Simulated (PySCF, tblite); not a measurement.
C3H11BO3Si.
SMILES with atom numbers: `[CH3:1][CH:2]([CH3:3])[O:4][B:5]([OH:6])[O:7][SiH3:8]` (hydrogens: H9, H10, H11 on C1; H12 on C2; H13, H14, H15 on C3; H16 on O6; H17, H18, H19 on Si8)

Computed with GFN2-xTB (tblite), gas phase: nudged elastic band of 9 images (0 to 8), spring 0.2 eV/Å², climbing image at the end, force threshold 0.05 eV/Å. No saddle search or frequency run followed, so the top image need not be a first-order saddle, and its height can exceed the method's true barrier by a kcal/mol or more.

Path: rotation about C2–O4 (sp3 carbon bound to oxygen, boron-bound oxygen), followed by the dihedral C3–C2–O4–B5.

Image 0 (start, dihedral 158°):
```
atom  x, y, z in Å
C1     -2.115    0.758   -0.012
C2     -1.261   -0.476    0.269
C3     -1.471   -0.995    1.688
O4      0.121   -0.158    0.125
B5      0.736   -0.085   -1.075
O6      0.065   -0.338   -2.236
O7      2.046    0.237   -1.111
Si8     3.303    0.618   -0.170
H9     -3.167    0.523    0.128
H10    -1.956    1.085   -1.036
H11    -1.834    1.564    0.662
H12    -1.515   -1.259   -0.459
H13    -0.856   -1.874    1.860
H14    -1.186   -0.228    2.404
H15    -2.515   -1.254    1.839
H16     0.612   -0.277   -3.019
H17     2.991    0.598    1.258
H18     4.307   -0.391   -0.512
H19     3.683    1.962   -0.610
```

Image 8 (end, -0.002 eV, dihedral -62°):
```
atom  x, y, z in Å
C1     -2.048   -0.687   -0.737
C2     -1.134   -0.781    0.482
C3     -1.618    0.129    1.609
O4      0.219   -0.505    0.137
B5      0.691    0.661   -0.355
O6     -0.099    1.751   -0.593
O7      2.014    0.742   -0.618
Si8     3.384   -0.115   -0.589
H9     -3.057   -0.991   -0.469
H10    -1.681   -1.335   -1.529
H11    -2.064    0.337   -1.099
H12    -1.108   -1.820    0.839
H13    -0.938    0.068    2.455
H14    -1.650    1.156    1.257
H15    -2.611   -0.175    1.931
H16     0.385    2.500   -0.940
H17     3.237   -1.427    0.039
H18     3.767   -0.239   -1.997
H19     4.300    0.739    0.169
```

Question: What do the inner images look like?

Answer: 
Image 1: +0.015 eV, dihedral 176°
```
atom  x, y, z in Å
C1     -2.123    0.607   -0.147
C2     -1.241   -0.555    0.300
C3     -1.450   -0.874    1.778
O4      0.138   -0.248    0.123
B5      0.712    0.004   -1.073
O6      0.005   -0.041   -2.241
O7      2.027    0.304   -1.101
Si8     3.318    0.521   -0.152
H9     -3.168    0.369    0.034
H10    -1.976    0.790   -1.207
H11    -1.856    1.504    0.407
H12    -1.478   -1.440   -0.308
H13    -0.821   -1.710    2.070
H14    -1.180   -0.010    2.380
H15    -2.491   -1.127    1.962
H16     0.530    0.157   -3.017
H17     3.056    0.237    1.258
H18     4.304   -0.405   -0.713
H19     3.684    1.925   -0.360
```

Image 2: +0.051 eV, dihedral -168°
```
atom  x, y, z in Å
C1     -2.170    0.432   -0.260
C2     -1.237   -0.623    0.325
C3     -1.440   -0.743    1.835
O4      0.135   -0.309    0.107
B5      0.692    0.108   -1.048
O6     -0.010    0.259   -2.211
O7      2.013    0.389   -1.048
Si8     3.357    0.420   -0.156
H9     -3.199    0.190   -0.012
H10    -2.059    0.469   -1.339
H11    -1.919    1.407    0.151
H12    -1.442   -1.593   -0.151
H13    -0.793   -1.515    2.241
H14    -1.192    0.202    2.312
H15    -2.475   -0.991    2.053
H16     0.524    0.586   -2.935
H17     3.165   -0.098    1.198
H18     4.288   -0.413   -0.921
H19     3.752    1.831   -0.146
```

Image 3: +0.091 eV, dihedral -150°
```
atom  x, y, z in Å
C1     -2.214    0.239   -0.367
C2     -1.231   -0.679    0.348
C3     -1.435   -0.604    1.862
O4      0.132   -0.360    0.089
B5      0.676    0.221   -0.997
O6     -0.027    0.588   -2.110
O7      2.007    0.456   -0.982
Si8     3.396    0.314   -0.176
H9     -3.226    0.003   -0.051
H10    -2.133    0.118   -1.442
H11    -1.991    1.274   -0.118
H12    -1.391   -1.715    0.013
H13    -0.774   -1.303    2.367
H14    -1.207    0.401    2.211
H15    -2.465   -0.841    2.112
H16     0.519    1.012   -2.772
H17     3.258   -0.399    1.092
H18     4.259   -0.413   -1.111
H19     3.838    1.697    0.024
```

Image 4 (top): +0.113 eV, dihedral -132°
```
atom  x, y, z in Å
C1     -2.233    0.040   -0.464
C2     -1.217   -0.722    0.375
C3     -1.441   -0.454    1.865
O4      0.139   -0.408    0.077
B5      0.664    0.330   -0.917
O6     -0.058    0.917   -1.919
O7      2.005    0.500   -0.927
Si8     3.424    0.208   -0.223
H9     -3.237   -0.221   -0.141
H10    -2.118   -0.204   -1.516
H11    -2.081    1.109   -0.343
H12    -1.329   -1.801    0.185
H13    -0.776   -1.073    2.460
H14    -1.232    0.590    2.083
H15    -2.470   -0.673    2.133
H16     0.491    1.410   -2.530
H17     3.321   -0.670    0.942
H18     4.217   -0.404   -1.292
H19     3.922    1.537    0.145
```

Image 5: +0.105 eV, dihedral -113°
```
atom  x, y, z in Å
C1     -2.228   -0.154   -0.549
C2     -1.201   -0.754    0.402
C3     -1.458   -0.298    1.839
O4      0.150   -0.455    0.070
B5      0.656    0.426   -0.812
O6     -0.088    1.203   -1.657
O7      2.002    0.541   -0.876
Si8     3.439    0.110   -0.290
H9     -3.222   -0.476   -0.252
H10    -2.034   -0.478   -1.567
H11    -2.174    0.930   -0.520
H12    -1.270   -1.851    0.357
H13    -0.795   -0.825    2.520
H14    -1.267    0.769    1.924
H15    -2.489   -0.498    2.118
H16     0.452    1.749   -2.227
H17     3.357   -0.914    0.751
H18     4.158   -0.373   -1.471
H19     4.003    1.359    0.232
```

Image 6: +0.070 eV, dihedral -93°
```
atom  x, y, z in Å
C1     -2.198   -0.346   -0.626
C2     -1.185   -0.780    0.425
C3     -1.483   -0.143    1.783
O4      0.165   -0.505    0.065
B5      0.652    0.504   -0.682
O6     -0.114    1.441   -1.319
O7      1.994    0.586   -0.822
Si8     3.438    0.026   -0.373
H9     -3.191   -0.667   -0.324
H10    -1.953   -0.792   -1.586
H11    -2.182    0.734   -0.736
H12    -1.225   -1.875    0.527
H13    -0.824   -0.562    2.538
H14    -1.314    0.929    1.726
H15    -2.516   -0.327    2.068
H16     0.405    2.054   -1.839
H17     3.362   -1.125    0.525
H18     4.082   -0.315   -1.644
H19     4.077    1.170    0.285
```

Image 7: +0.027 eV, dihedral -75°
```
atom  x, y, z in Å
C1     -2.139   -0.528   -0.693
C2     -1.167   -0.800    0.450
C3     -1.517    0.011    1.696
O4      0.186   -0.552    0.079
B5      0.655    0.561   -0.527
O6     -0.140    1.596   -0.938
O7      1.985    0.650   -0.740
Si8     3.420   -0.037   -0.471
H9     -3.149   -0.774   -0.381
H10    -1.873   -1.133   -1.557
H11    -2.090    0.520   -0.972
H12    -1.192   -1.871    0.697
H13    -0.864   -0.279    2.515
H14    -1.373    1.068    1.488
H15    -2.551   -0.161    1.985
H16     0.344    2.289   -1.384
H17     3.330   -1.309    0.242
H18     3.978   -0.203   -1.815
H19     4.147    0.962    0.318
```

The largest changes of bonds and angles from start to top: O4–B5 1.351 → 1.345 Å, O7–Si8 1.617 → 1.611 Å, C1–C2 1.527 → 1.522 Å, C2–C3 1.526 → 1.530 Å, C2–O4–B5 122.9 → 130.3°, B5–O7–Si8 142.7 → 148.0°, C1–C2–O4 110.1 → 114.2°. GFN2-xTB torsional profiles can miss by a kcal/mol or more and can put conformers in the wrong order.

Question: What do single points at PBE0/pcSseg-1 (PySCF, no dispersion term) give on some images?

Answer: 
| image | GFN2-xTB E (eV) | DFT E (eV) | HOMO (eV) | LUMO (eV) | dipole (D) |
| --- | --- | --- | --- | --- | --- |
| 0 | 0.000 | 0.000 | -8.22 | 0.51 | 0.37 |
| 2 | 0.051 | 0.114 | -8.23 | 0.52 | 0.32 |
| 4 | 0.113 | 0.231 | -8.17 | 0.54 | 0.29 |
| 6 | 0.070 | 0.190 | -8.20 | 0.54 | 0.33 |
| 8 | -0.002 | 0.070 | -8.25 | 0.54 | 0.42 |

Energies count from image 0 at each level. At the GFN2-xTB top the DFT energy is 5.3 kcal/mol against 2.6; the geometries weren't optimised at the DFT level.

What follows is the cost of the whole band run. Hardware: one thread of an Intel Xeon Platinum 8488C, on a shared host. Cost: 4.0 s of wall time, 0.19 GiB resident at most.
